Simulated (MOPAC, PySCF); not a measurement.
C$_{2}$H$_{3}$NO$_{2}$, SMILES `O=CC(N)=O` (O–C–C–O torsion 180°), neutral singlet in the gas phase. 

Cartesian coordinates (Å):
SMILES: NC(=O)C=O
```xyz
8

N     -1.1839    -0.1994     0.1901
C     -0.1238     0.1980    -0.5396
O     -0.1470     0.6384    -1.6719
C      1.2143     0.0527     0.1937
O      1.3114    -0.3748     1.3125
H     -1.0383    -0.5489     1.1231
H     -2.1106    -0.1461    -0.1963
H      2.0780     0.3801    -0.4116
```
Charge 0, multiplicity 1.

All levels are single points at this geometry (B3LYP-D3(BJ)/def2-TZVP); Pople sets use spherical d functions. Orbital energies aren't observables, and empty levels follow the basis.

PM6 in MOPAC gives dipole (D) = 2.01.

Question: Estimate the dipole (D) from each of these levels: M06-2X/def2-TZVP in PySCF; PBE-D3(BJ)/def2-TZVP in PySCF; B3LYP/3-21G in PySCF; B3LYP/6-311+G** in PySCF; PBE/6-31G* in PySCF; SVWN5/6-31G* in PySCF; HF/6-31G* in PySCF; HF/STO-3G in PySCF.

Answer: 
| level | dipole (D) |
|---|---|
| M06-2X/def2-TZVP in PySCF | 2.09 |
| PBE-D3(BJ)/def2-TZVP in PySCF | 2.21 |
| B3LYP/3-21G in PySCF | 2.16 |
| B3LYP/6-311+G** in PySCF | 2.14 |
| PBE/6-31G* in PySCF | 2.20 |
| SVWN5/6-31G* in PySCF | 2.24 |
| HF/6-31G* in PySCF | 1.97 |
| HF/STO-3G in PySCF | 1.53 |
